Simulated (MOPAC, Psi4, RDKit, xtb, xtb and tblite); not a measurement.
Two geometries of C₉H₅NS₂, SMILES N#Cc1ccsc1-c1cccs1, relaxed at GFN2-xTB with one dihedral held; other torsions can differ between them too.

Structure A

```
17

N      0.9739    -2.8520     1.6362
C      1.1977    -1.8480     1.1272
C      1.5326    -0.6255     0.5243
C      2.8736    -0.1580     0.4595
C      2.9750     1.0460    -0.1492
S      1.4479     1.6533    -0.6656
C      0.6260     0.2549    -0.0416
C     -0.7888     0.1331    -0.1812
C     -1.6687     1.1203    -0.5561
C     -2.9972     0.6724    -0.6312
C     -3.1204    -0.6480    -0.3259
S     -1.6184    -1.3777     0.0660
H      3.7052    -0.7120     0.8564
H      3.8575     1.6261    -0.3311
H     -1.3591     2.1302    -0.7594
H     -3.8257     1.3022    -0.9007
H     -4.0113    -1.2437    -0.3050
```

Structure B

```
17

N     -0.6243    -2.7134     1.5546
C     -1.0053    -1.7427     1.0774
C     -1.4814    -0.5579     0.4900
C     -2.8487    -0.1684     0.4761
C     -3.0364     1.0131    -0.1566
S     -1.5686     1.6863    -0.7546
C     -0.6538     0.3582    -0.1228
C      0.7692     0.2189    -0.3386
C      1.4029    -0.7215    -1.0977
C      2.8084    -0.6341    -1.0197
C      3.2253     0.3522    -0.1865
S      1.9160     1.2049     0.5228
H     -3.6321    -0.7544     0.9217
H     -3.9559     1.5408    -0.3141
H      0.8773    -1.4413    -1.6992
H      3.4749    -1.2822    -1.5591
H      4.2284     0.6356     0.0630
```

Task: Which is lower in energy at the level B3LYP-D3(BJ)/def2-SVP // GFN2-xTB (Psi4), and by how much?

Result: A is lower, by 11.35 kJ/mol (dihedral S6–C7–C8–S12: 165° in A, 75° in B).

E(B) − E(A) in kJ/mol at the other levels, on the same two geometries: GFN2-xTB (xtb and tblite) 17.37; MMFF94 // GFN2-xTB (RDKit) -7.47; B3LYP/def2-SVP // GFN2-xTB (Psi4) 8.91; PBE/def2-SVP // GFN2-xTB (Psi4) 12.59; PBE-D3(BJ)/def2-SVP // GFN2-xTB (Psi4) 13.59; UFF // GFN2-xTB (RDKit) 11.80; PM7, restricted, heats of formation // GFN2-xTB (MOPAC) -1.12; PM6, restricted, heats of formation // GFN2-xTB (MOPAC) 5.38; GFN1-xTB // GFN2-xTB (xtb) 19.12.
